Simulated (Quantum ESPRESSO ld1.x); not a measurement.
The numbers below are computed, except where a source is named.
Task: These are the eigenvalues of the occupied orbitals of an atom or ion with whole-number occupations (eV). Code: ld1.x of Quantum ESPRESSO 7.5. Model: scalar-relativistic Kohn-Sham, PBE, spin-unpolarised, spherical densities, point nucleus.

orbital  eigenvalue
1s         -25338.6
2s         -3737.61
2p         -3353.30
3s         -691.839
3p         -565.614
3d         -366.589
4s         -103.276
4p         -66.8239
4d         -15.6387

Which element is it, and in what charge state? The configuration may be excited.

Result: Z = 47, silver, charge +1: Ag+ in [Kr] 4d10. The list shows which subshells hold electrons but not how many an open one holds; the 1s level, -931.18 hartree, gives Z - s = 43.2 by -(Z - s)^2/2, which with screening and relativity narrows Z to a few neighbours, and the depths of the outer levels then fix element, charge and occupations together.
